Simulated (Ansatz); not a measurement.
Geometry optimisation of CaO2H2⁺.

```yaml
crystal:
  periodic: [false, false, false]
  atoms:
    - {symbol: Ca, position_ang: [-0.180221, -0.104613, -0.027640]}
    - {symbol: O, position_ang: [1.023409, -1.705459, -0.338248]}
    - {symbol: O, position_ang: [-1.050515, 1.689718, 0.334133]}
    - {symbol: H, position_ang: [-1.417785, 2.550881, 0.509159]}
    - {symbol: H, position_ang: [1.625102, -2.430527, -0.477413]}
basis:
  gaussian: {orbitals: def2-TZVP}
total_charge: 1
magnetization: {spin_polarized: true, initial_magnetization: 1}
hamiltonian: {xc: pbe0, dispersion: d4}
scf: {lower_state_search: "off"}
output: {orbitals: {seedname: orbitals}}
relax: {f_tol: 0.02, max_steps: 100}
```

```sh
$ ansatz run in.yaml --threads 4 --pin off --events-out ev --progress --plain --max-ram 3916MiB
```

Output, abridged:

```
Functional definition: PBE0
mean field -22550.96179978 eV, -828.7325605510 hartree, gradient 1.4e-6 eV, S^2 0.767883; 0 other end points of the search recorded, 0 dependent functions left out
relax step   1: F+E_penalty+E_count = -22551.00433339 eV  Δ(F+E_penalty+E_count) = +0.000e0 eV  max|allowed force component| = 5.759e-1 eV/Å  Δτ_max = 0.0000 Å  (83 SCF iters, accepted)
mean field -22551.02705129 eV, -828.7349584996 hartree, gradient 1.1e-6 eV, S^2 0.768824; 0 other end points of the search recorded, 0 dependent functions left out
relax step   2: F+E_penalty+E_count = -22551.06933387 eV  Δ(F+E_penalty+E_count) = -6.500e-2 eV  max|allowed force component| = 9.918e-2 eV/Å  Δτ_max = 0.0611 Å  (39 SCF iters, accepted)
mean field -22551.02890571 eV, -828.7350266484 hartree, gradient 1.5e-6 eV, S^2 0.769014; 0 other end points of the search recorded, 0 dependent functions left out
relax step   3: F+E_penalty+E_count = -22551.07112095 eV  Δ(F+E_penalty+E_count) = -1.787e-3 eV  max|allowed force component| = 5.196e-3 eV/Å  Δτ_max = 0.0120 Å  (40 SCF iters, accepted)
Total energy: -22551.07115960 eV, -828.7365794501 hartree
Atom 0 at    -0.192495    -0.111740    -0.029510 Å, force    -0.005196    -0.003020    -0.000776 eV/Å
Atom 1 at     1.057691    -1.756232    -0.348229 Å, force     0.003842     0.003253     0.000773 eV/Å
Atom 2 at    -1.079978     1.743294     0.344823 Å, force     0.004753     0.001747     0.000492 eV/Å
Atom 3 at    -1.451576     2.614465     0.521902 Å, force    -0.003911     0.002636     0.000468 eV/Å
Atom 4 at     1.666347    -2.489787    -0.488995 Å, force     0.000512    -0.004615    -0.000956 eV/Å
Dipole moment:    -0.092809    -0.053868    -0.014243 e Å
Checks for a lower state left out: stability, starts, cluster_reference, orbital_swaps, neighbouring_geometries, increment
```

It took 4.3 s on 4 threads of Intel Xeon 6975P-C on a shared host.

The relaxation made no stability test and no search for a lower SCF solution. The structure comes from a short search, and lower isomers may exist.
